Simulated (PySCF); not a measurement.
## Ionisation energy of Sr²²⁺ by level of theory

Sr²²⁺ [Ne] 3s2 3p4 (3P) → Sr²³⁺ [Ne] 3s2 3p3 (4S), as a difference of total energies. All numbers are calculated (PySCF 2.14, the non-relativistic Hamiltonian (point nucleus), in an uncontracted even-tempered set (17 s from 2.1 bohr⁻², ratio 2.5; 11 p from 2.7 bohr⁻², ratio 2.5; 5 d from 14 bohr⁻², ratio 2.7; 4 f from 21 bohr⁻², ratio 2.7)). Correlated levels: outer shells: 1s2 frozen; virtual orbitals above 40 to 60 times the deepest correlated orbital energy dropped. The calculations carry no spin-orbit coupling.

```tsv
method	ionisation energy (eV)
UHF	1029.2
MP2 (outer shells)	1030.2
SCS-MP2 (outer shells)	1030.2
CCSD (outer shells)	1030.2
CCSD(T) (outer shells)	1030.2
```

Spin-orbit coupling is strong in these open shells (close to jj coupling). The scalar numbers leave it out and a first-order estimate fails, so it can dominate the gap to the real levels.

The gap to the reference is mostly relativistic.

For comparison: 1038 ± 1.5 eV (semi-empirical (NIST evaluation); NIST Atomic Spectra Database, ionization energies).
